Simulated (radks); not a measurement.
Coulomb parameter of the 4f shell of the europium ion Eu2+ in the model configuration [Xe] 4f5 6p2, as a second difference U = [E(n + 1) + E(n - 1) - 2 E(n)] / (1)^2 with all orbitals relaxed. "Bare": the charge of the atom changes with n. "Screened": the 6p shell takes up the change at fixed total charge, which measures U(4f,4f) + U(6p,6p) - 2 U(4f,6p). Calculated with a radial shooting solver on a logarithmic mesh with Libxc functionals: Dirac Kohn-Sham, PBE, spin-unpolarised, spherical densities, finite nucleus; open shells are shared between the two j in proportion to 2j + 1; Fermi nuclear charge, rms radius 5.1115 fm.

case         configuration  E - E(n) (eV)
start         [Xe] 4f5 6p2          0.000
bare +1       [Xe] 4f6 6p2        -27.779
bare -1       [Xe] 4f4 6p2         46.503
screened +1   [Xe] 4f6 6p1        -17.958
screened -1   [Xe] 4f4 6p3         27.737

U(bare) = 18.723 eV, U(screened by 6p) = 9.779 eV.
